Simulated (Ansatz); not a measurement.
Cost and result for the atomization energy of `C[CH]([SiH3])[InH2]` (13 atoms, 12 bonds).

Z-matrix (Å, degrees):
```
C
C 1 1.531
H 1 1.094 2 112.5
H 1 1.094 2 111.5 3 -120.0
H 1 1.096 2 111.7 3 120.4
Si 2 1.864 1 112.5 3 -177.9
In 2 2.176 1 112.8 3 58.3
H 2 1.097 1 110.9 3 -59.1
H 6 1.490 2 110.8 1 174.0
H 6 1.492 2 112.2 1 52.6
H 6 1.493 2 110.4 1 -66.9
H 7 1.726 2 120.8 1 -162.4
H 7 1.730 2 117.3 1 17.0
```

Charge 0, multiplicity 1. Correlated methods include outer-core shells of In, which these sets cover unevenly. In takes the def2 core potential. The structure was optimised at the PBE0-D4/def2-TZVP level. Program: Ansatz. All runs use 4 threads of an Arm Neoverse V1 on a shared host. Times are those of one run each, without the atoms' runs, and a repeat can differ threefold. Electronic energies, without spin–orbit coupling; frozen cores. CCSD(T)/CBS adds CCSD(T) − MP2 in def2-TZVPP to the MP2 limit, and its time is that of the two runs behind it. T1 = 0.013. With those shells the extrapolation isn't a true limit. HSE06 is the plane-wave form, built on full-range PBE exchange.

CCSD(T)/CBS is a level of theory with its own doubt, some kJ/mol a heavy atom from the limit and from the frozen cores, so smaller differences don't rank the functionals.

| level | functions | wall time |
| --- | --- | --- |
| LDA (SPW92)/def2-TZVPP | 280 | 1.8 s |
| BLYP-D4/def2-TZVPP | 280 | 3.6 s |
| PBE0-D4/def2-TZVPP | 280 | 4.3 s |
| BHLYP-D4/def2-TZVPP | 280 | 4.4 s |
| HSE06-D4/def2-TZVPP | 280 | 4.7 s |
| CAM-B3LYP-D4/def2-TZVPP | 280 | 5 s |
| B2PLYP/def2-TZVPP | 280 | 8 s |
| CCSD(T)/def2-SVP | 117 | 9.5 s |
| ωB97X-V/def2-TZVPP | 280 | 11 s |
| B97M-V/def2-TZVPP | 280 | 13 s |
| MP2/def2-QZVPP | 536 | 33 s |
| CCSD(T)/def2-TZVPP | 280 | 5.2 min |
| CCSD(T)/CBS(def2) | – | 5.7 min |

Q: What atomization energy does each give, and how far from CCSD(T)/CBS? (Estimate.)

A: The calculation gave: 
```csv
level,atomization (kJ/mol),difference from CCSD(T)/CBS,per bond
LDA (SPW92)/def2-TZVPP,4572.9,469.5,39.1
BLYP-D4/def2-TZVPP,4029.8,-73.6,-6.1
PBE0-D4/def2-TZVPP,4071.9,-31.5,-2.6
BHLYP-D4/def2-TZVPP,4024.9,-78.5,-6.5
HSE06-D4/def2-TZVPP,4073.1,-30.3,-2.5
CAM-B3LYP-D4/def2-TZVPP,4102.6,-0.8,-0.1
B2PLYP/def2-TZVPP,4027.7,-75.7,-6.3
CCSD(T)/def2-SVP,3889.5,-213.9,-17.8
ωB97X-V/def2-TZVPP,4115.8,12.4,1.0
B97M-V/def2-TZVPP,4111.1,7.7,0.6
MP2/def2-QZVPP,4049.0,-54.4,-4.5
CCSD(T)/def2-TZVPP,4015.1,-88.3,-7.4
CCSD(T)/CBS(def2),4103.4,0.0,0.0
```

From BLYP to BHLYP (50 % exact exchange), in def2-TZVPP and without D4, the atomization energy moves by +18.1 kJ/mol. In def2-TZVPP, CCSD(T) changes the Hartree–Fock value by +933.9 kJ/mol (the triples alone add +42.9 kJ/mol) and MP2 by +915.4 kJ/mol; breaking electron pairs costs correlation energy, which Hartree–Fock lacks. Leaving LDA and LC-ωPBE aside and taking each functional with its dispersion term where it has one, the values, not all of them listed here, spread over 98.8 kJ/mol, from revPBE-D4 to ωB97X-V. LDA lies +514.1 kJ/mol from PBE without D4, its usual overbinding.

Spin–orbit coupling would lower the free In atoms strongly, and the atomization energy with them, by more than many differences here.
